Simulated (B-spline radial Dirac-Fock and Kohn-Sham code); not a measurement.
## Binding energies of Bi³⁺ at several levels of theory

System: the Bi³⁺ ion, configuration 1s2 2s2 2p6 3s2 3p6 3d10 4s2 4p6 4d10 4f14 5s2 5p6 5d10 6s1 6p1 (an excited configuration).

The density-functional columns are spherical, spin-unpolarised Dirac-Kohn-Sham results without Breit or QED terms: −ε is minus the orbital energy of the initial state and ΔSCF the difference of two total energies. The reference in the last column comes from ΔSCF Dirac-Fock with Breit, self-energy and vacuum polarisation, finite nucleus, configuration average. All numbers are from a radial finite-basis atomic code, in eV; a selection of levels is shown. The Kohn-Sham columns are given as differences from the reference. For the 1s level of heavy atoms much of the gap between ΔSCF and the reference is the Breit and QED part, -514.9 eV here; for other levels the error of the functional can be larger.

```csv
level,LDA −ε − DF,LDA ΔSCF − DF,Dirac-Fock
1s,-150.5,+505.0,90562.0
2s,-176.0,-52.2,16433.6
2p1/2,-117.6,+43.0,15751.6
2p3/2,-141.5,-9.6,13458.5
3s,-100.3,-62.6,4046.7
3p1/2,-79.7,-39.0,3741.7
3p3/2,-79.7,-43.5,3223.0
3d3/2,-56.5,-13.1,2729.0
3d5/2,-58.5,-16.7,2620.9
4s,-57.6,-39.6,985.6
4p1/2,-48.6,-30.7,852.7
4p3/2,-48.0,-31.2,723.9
4d3/2,-34.7,-18.1,507.8
4d5/2,-34.6,-18.3,483.8
4f5/2,-15.4,+0.8,200.9
4f7/2,-15.6,+0.4,195.6
5p1/2,-15.5,-5.7,159.5
5p3/2,-15.8,-6.6,134.9
5d3/2,-6.7,+1.4,65.18
5d5/2,-6.8,+1.1,62.14
6s,-3.3,+2.2,44.77
6p,-2.9,+1.6,32.00
```

Values without a named source are computed, but for edge energies of neutral atoms, which are taken from tables.
